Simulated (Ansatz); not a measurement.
`[SiH3]Br`. Total charge 0; spin multiplicity 1. Geometry: relaxed with PBE0-D4/def2-TZVP.

```xyz
5

Si   -0.015   -0.137    0.088
Br    0.195    1.725   -1.102
H    -1.090   -0.958   -0.515
H    -0.363    0.233    1.478
H     1.274   -0.863    0.051
```

What is the dipole moment at B3LYP/def2-TZVPP? (Estimate.)

The calculation gave: 1.29 D, with components (-0.12, -1.09, 0.69) D in this frame, pointing from negative to positive charge.

And with PBE, r2SCAN, ωB97M-V? (An estimate is asked.)

Ansatz gave: PBE 1.19 D, r2SCAN 1.27 D, ωB97M-V 1.32 D.

Give the Mulliken charges with B3LYP, PBE, r2SCAN in def2-TZVPP. (Best estimate.)

Computed: 
```
atom  B3LYP    PBE  r2SCAN
 Si1   0.35   0.30    0.39
 Br2  -0.23  -0.20   -0.23
  H3  -0.04  -0.03   -0.05
  H4  -0.04  -0.03   -0.05
  H5  -0.04  -0.03   -0.05
```

B3LYP here is the variant with VWN-RPA as its local correlation; programs differ in this.
